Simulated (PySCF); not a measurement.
PySCF input for C4H4O, SMILES c1ccoc1, SMD-M06-2X/def2-SVP. Geometry optimised at B3LYP-D3(BJ)/def2-SVP.

```python
import numpy as np
from pyscf import gto, scf, dft
from pyscf.solvent import smd

mol = gto.M(
    atom='''
    C     0.00000000    0.71830429   -0.96084844
    C     0.00000000   -0.71830419   -0.96084852
    C     0.00000000   -1.09398061    0.35225238
    O     0.00000000   -0.00000006    1.15545188
    C     0.00000000    1.09398057    0.35225250
    H     0.00000000    1.37933336   -1.82477348
    H     0.00000000   -1.37933314   -1.82477364
    H     0.00000000   -2.05764398    0.85454217
    H     0.00000000    2.05764389    0.85454239
    ''',
    basis='def2-SVP',
    charge=0,
    spin=0,
    max_memory=1600,
    verbose=3,
)
mf = dft.RKS(mol, xc='m06-2x').density_fit(auxbasis='def2-universal-jkfit')
mf.grids.level = 4
mf.conv_tol = 1e-9
mf.max_cycle = 100
mf.kernel()
res = {}
for name in ['water', '1-octanol', 'methanol']:
    s = mf.SMD()
    s.with_solvent.solvent, s.with_solvent.sasa_ng = name, 302
    s.kernel(mf.make_rdm1())
    res[name] = (s.e_tot, s.with_solvent.get_cds(), s.dip_moment(), s.mo_energy, s.converged)
    print(f'SMD {name}: dG(solv) = {(s.e_tot - mf.e_tot) * 627.509474:.3f} kcal/mol, of which CDS {res[name][1] * 627.509474:.3f}')
```

Output:

```
converged SCF energy = -229.754967807941
converged SCF energy = -229.755699851573
Dipole moment(X, Y, Z, Debye):  0.00000,  0.00000, -0.77294
SMD water: dG(solv) = -0.459 kcal/mol, of which CDS 3.987
converged SCF energy = -229.75799990361
Dipole moment(X, Y, Z, Debye):  0.00000,  0.00000, -0.72506
SMD 1-octanol: dG(solv) = -1.903 kcal/mol, of which CDS 1.830
converged SCF energy = -229.758541785822
Dipole moment(X, Y, Z, Debye):  0.00000,  0.00000, -0.76652
SMD methanol: dG(solv) = -2.243 kcal/mol, of which CDS 2.067
```

The run converged.
